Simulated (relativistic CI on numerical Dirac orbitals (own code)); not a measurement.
# Fe3+ in a cubic cluster: 1s photoemission with charge transfer

Computed with a charge-transfer multiplet model of a cubic metal-ligand cluster with up to 3 ligand holes, Slater and spin-orbit integrals from Dirac-Coulomb-Breit ions, Slater integrals scaled by 0.7. The ground state mixes d5 with configurations of k ligand holes L, whose averages lie at kΔ + k(k − 1)U_dd/2; a core hole lowers each added d electron by U_cd. 300 K, Lorentzian 1.1 eV and Gaussian 0.6 eV FWHM.

Atomic integrals in eV (Slater integrals scaled, ζ unscaled), ground: F2dd 8.389, F4dd 5.243, zeta_d 0.056; with the core hole: F2dd 9.558, F4dd 6.003, zeta_d 0.082, G2cd 0.053.

Cluster parameters (eV): U_dd = 7, U_cd = 9.1, 10Dq = 1.5, 10Dq(ligand) = 1.3, V(eg) = 3.35, V(t2g) = -1.58, final-state hopping factor = 0.8.

```tsv
Case	n_d	d5	d6L	d7L2	d8L3	S
Δ = 0.5 eV	5.92	0.28	0.53	0.17	0.01	0.51
Δ = 2.5 eV	5.75	0.38	0.49	0.12	0.01	0.51
Δ = 5.5 eV	5.52	0.54	0.40	0.06	0.00	0.53
```

Weights, n_d and S are thermal averages at 300 K. Binding energies count from the first peak over 30 % of the highest in each spectrum, which can be another peak from case to case. The parameters are a model scan and need not match a compound or its usual spin state. Peaks in eV (height, largest 100):
- Δ = 0.5 eV: 0.0 (100), 10.4 (27)
- Δ = 2.5 eV: 0.0 (100), 10.1 (22), 18.5 (6)
- Δ = 5.5 eV: 0.0 (100), 9.4 (25)

Curve for Δ = 0.5 eV (points under 2 left out, the grid thinned):

E (eV), Intensity and a bar:
```
     -3.7        2.6 
     -3.2        3.4 
     -2.8        4.5 #
     -2.3        6.5 #
     -1.9        9.3 ##
     -1.4       16.4 #####
     -1.0       29.1 #########
     -0.5       65.0 ####################
     -0.1       97.5 ##############################
      0.4       78.7 ########################
      0.8       43.3 #############
      1.3       20.0 ######
      1.8       11.0 ###
      2.2        7.7 ##
      2.7        5.4 #
      3.1        4.3 #
      3.6        3.5 
      4.0        3.3 
      4.5        3.2 
      4.9        3.0 
      5.4        2.7 
      5.8        2.4 
      6.3        2.4 
      6.8        2.7 
      7.2        3.1 
      7.7        3.8 #
      8.1        4.9 #
      8.6        7.2 ##
      9.0        9.4 ##
      9.5       14.0 ####
      9.9       20.8 ######
     10.4       26.8 ########
     10.8       21.8 ######
     11.3       11.7 ###
     11.8        6.6 #
     12.2        4.8 #
     12.7        3.5 
     13.1        3.0 
     13.6        2.4 
     18.5        2.0 
     19.0        2.8 
     19.4        3.3 
     19.9        3.7 #
     20.3        3.2 
     20.8        2.0
```

For the case Δ = 2.5 eV, Δ = 2.5 eV is smaller than U_dd = 7 eV, the charge-transfer side of the Zaanen-Sawatzky-Allen scheme. With the core hole the configuration with one ligand hole lies at Δ − U_cd = -8.6, -6.6, -3.6 eV from the one without, in the order of the table; where this is negative the screened configuration lies lower, though the effective hopping of about 5.0 eV (from the holes of the mixed ground state) mixes the two strongly wherever it is as large as the gap.
